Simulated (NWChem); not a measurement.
**Spin states of H₃BN**

```xyz
5

B      0.6865    -0.1024     0.0000
N     -0.6301     0.0975     0.0000
H      1.4617     0.8401     0.0000
H      1.1440    -1.2344     0.0000
H     -1.6270     0.2235     0.0000
```
Charge 0, spin multiplicity 2.

Program: NWChem. Structure: optimised with UB3LYP/def2-SVP, a minimum by its harmonic frequencies. It is one conformer; others weren't searched.

Basis set: def2-TZVP. The gap is E(quartet) − E(doublet) at the geometry of the doublet, so a negative value puts the higher spin lower. Open shells are unrestricted. The quartet is the single determinant that the SCF runs reached, with unpaired electrons in orbitals of symmetry a" and a" and a' (Cs labels); it need not be the lowest quartet, which in molecules with degenerate π orbitals can need several determinants.

B3LYP has NWChem's definition, with VWN1-RPA local correlation. The structure started from a generated list of species. The unpaired electrons of the parent sit in orbitals of symmetry a' (Cs labels of the run); other states weren't searched. No SCF solution was tested for a lower state. Open-shell Hartree-Fock references start from PBE0 orbitals.

Task: For the vertical doublet-quartet gap, B3LYP gives 134.1 kcal/mol and PBE gives 130.7 kcal/mol. What do HF, M06-2X give?

Result: HF: 121.7 kcal/mol; M06-2X: 135.9 kcal/mol.
